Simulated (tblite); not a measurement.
C₅H₁₀BFS.
Numbering: `[CH:1]#[C:2][CH2:3][S@+:4]([CH3:5])[B@@H-:6]([CH3:7])[F:8]` (hydrogens: H9 on C1; H10, H11 on C3; H12, H13, H14 on C5; H15 on B6; H16, H17, H18 on C7)
Bond orders are those of one Lewis drawing.

Computed with GFN2-xTB (tblite), gas phase: L-BFGS steps from a force-field or distance-geometry start until the largest atomic force falls under 0.01 eV/Å.

At the end of the run (lengths in Å): S4–B6 2.143, B6–F8 1.373, C3–S4 1.843, S4–C5 1.814, C5–H12 1.086, C3–H11 1.091, C5–H13 1.085, C3–S4–B6 97.9°, C3–S4–C5 98.7°, C5–S4–B6 98.2°, S4–B6–F8 100.4°, C2–C3–S4–C5 -62°, C3–S4–B6–C7 -71°, H10–C3–S4–C5 178°, H15–B6–S4–C3 165°.

Problem. These geometries were met on the way; a selection of coordinates is given. Order them by energy above the end point, lowest first.
A. S4–B6 2.187, B6–F8 1.361, C3–S4 1.841, S4–C5 1.816, C5–H12 1.082, C3–H11 1.086, C5–H13 1.084, C3–S4–B6 104.3°, C3–S4–C5 103.3°, C5–S4–B6 103.4°, S4–B6–F8 102.0°, C2–C3–S4–C5 -75°, C3–S4–B6–C7 -84°, H10–C3–S4–C5 166°, H15–B6–S4–C3 153°
B. S4–B6 1.979, B6–F8 1.363, C3–S4 1.883, S4–C5 1.849, C5–H12 1.055, C3–H11 1.063, C5–H13 1.091, C3–S4–B6 107.1°, C3–S4–C5 105.9°, C5–S4–B6 107.2°, S4–B6–F8 109.2°, C2–C3–S4–C5 -71°, C3–S4–B6–C7 -83°, H10–C3–S4–C5 171°, H15–B6–S4–C3 161°
C. S4–B6 2.213, B6–F8 1.363, C3–S4 1.840, S4–C5 1.813, C5–H12 1.083, C3–H11 1.088, C5–H13 1.083, C3–S4–B6 101.2°, C3–S4–C5 99.1°, C5–S4–B6 101.3°, S4–B6–F8 100.2°, C2–C3–S4–C5 -77°, C3–S4–B6–C7 -87°, H10–C3–S4–C5 163°, H15–B6–S4–C3 151°
D. S4–B6 2.089, B6–F8 1.374, C3–S4 1.857, S4–C5 1.818, C5–H12 1.095, C3–H11 1.100, C5–H13 1.088, C3–S4–B6 105.8°, C3–S4–C5 105.3°, C5–S4–B6 105.4°, S4–B6–F8 106.1°, C2–C3–S4–C5 -73°, C3–S4–B6–C7 -83°, H10–C3–S4–C5 169°, H15–B6–S4–C3 158°
E. S4–B6 1.862, B6–F8 1.447, C3–S4 1.774, S4–C5 1.787, C5–H12 1.116, C3–H11 1.115, C5–H13 1.112, C3–S4–B6 111.3°, C3–S4–C5 110.3°, C5–S4–B6 109.5°, S4–B6–F8 109.0°, C2–C3–S4–C5 -66°, C3–S4–B6–C7 -77°, H10–C3–S4–C5 174°, H15–B6–S4–C3 163°

Solution. C (0.078 eV), A (0.133 eV), D (0.223 eV), B (0.375 eV), E (0.796 eV).

```
step  E above end (eV)  rms distance from the end, all atoms (Å)  largest force (eV/Å)  rms shift of all bonds from the end (Å)
  19             0.078                                     0.364                 0.195                                    0.017
  10             0.133                                     0.394                 0.211                                    0.012
   5             0.223                                     0.408                 0.501                                    0.015
   2             0.375                                     0.414                 1.524                                    0.043
   0             0.796                                     0.420                 2.789                                    0.075
```

Rows stand in the order of the answer.
